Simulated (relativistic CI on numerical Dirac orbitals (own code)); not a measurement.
# V⁴⁺: L2,3 absorption edge

Computed with this model: Dirac-Coulomb-Breit CI, KLI orbitals optimised for each configuration, model QED (radiative potential, 1s self-energy scaled to tabulated hydrogen-like ionisation energies), valence Slater integrals scaled by 0.8, multiplet model of core-to-valence dipole absorption; configurations [Ar] 3d → [He] 2s2 2p5 3s2 3p6 3d2; 80 K; Lorentzian 0.6 eV and Gaussian 0.3 eV FWHM. Energies are those of the free ion, without screening or charge transfer. The branching ratio is the share of the lower-energy edge in the whole absorption, uncertain by about 0.02 where the edges overlap. S is read from ⟨S²⟩ = S(S + 1).

Field parameters in Wybourne normalisation: Oh B⁴₀ = 21Dq, B⁴₄ = √(5/14) B⁴₀. The field is a parameter set, without covalency.

Computed curve for Oh, 10Dq = 23850 cm⁻¹, scaled to 100 at the maximum (points under 2 are left out and the grid is thinned):

(Energy (eV), Intensity): (516.9, 2.1), (517.2, 2.9), (517.6, 3.8), (517.9, 5.1), (518.2, 7.2), (518.5, 12.4), (518.9, 23.0), (519.2, 22.5), (519.5, 20.8), (519.8, 25.8), (520.2, 28.9), (520.5, 30.0), (520.8, 30.9), (521.2, 31.7), (521.5, 31.0), (521.8, 35.6), (522.1, 36.9), (522.5, 32.6), (522.8, 35.5), (523.1, 47.0), (523.4, 53.3), (523.8, 82.7), (524.1, 95.0), (524.4, 78.1), (524.8, 57.7), (525.1, 54.7), (525.4, 78.9), (525.7, 83.7), (526.1, 61.1), (526.4, 53.5), (526.7, 36.6), (527.0, 31.2), (527.4, 34.8), (527.7, 44.7), (528.0, 47.8), (528.3, 50.0), (528.7, 65.4), (529.0, 70.7), (529.3, 68.8), (529.7, 55.4), (530.0, 57.6), (530.3, 80.1), (530.6, 100.0), (531.0, 84.4), (531.3, 82.1), (531.6, 65.1), (531.9, 42.1), (532.3, 22.8), (532.6, 12.6), (532.9, 8.2), (533.3, 5.7), (533.6, 5.2), (533.9, 4.7), (534.2, 3.5), (534.6, 2.6), (534.9, 2.3), (535.2, 2.1), (535.5, 2.4), (535.9, 2.9), (536.2, 2.1)

The ground state has S = 0.50, and the centroid lies at 526.50 eV.
